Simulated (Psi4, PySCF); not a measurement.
Here is a job for Psi4.
```
memory 2 GB

molecule {
0 1
I    -0.00000000   -0.00000000   -0.02909860
H     0.00000000    0.00000000    1.54222583
}

set {
  basis def2-svpd
  scf_type pk
  puream true
  d_convergence 1e-8
  dft_radial_points 99
  dft_spherical_points 590
}

energy('revpbe')
print_variables()
```

**Question.** Convert this to an input for PySCF.

**Answer.** One answer among several that fit: 
```python
from pyscf import gto, scf, dft

mol = gto.M(
    atom='''
I    -0.00000000   -0.00000000   -0.02909860
H     0.00000000    0.00000000    1.54222583
''',
    basis='def2-svpd',
    ecp={'I': 'def2-svpd'},
    verbose=4,
)

mf = dft.RKS(mol)
mf.xc = 'revpbe'
mf.grids.atom_grid = (99, 590)
mf.grids.prune = None
mf.kernel()
```

Both were run: Psi4 gave -298.338799 Eh and PySCF -298.338797 Eh, 0.002 mEh apart.
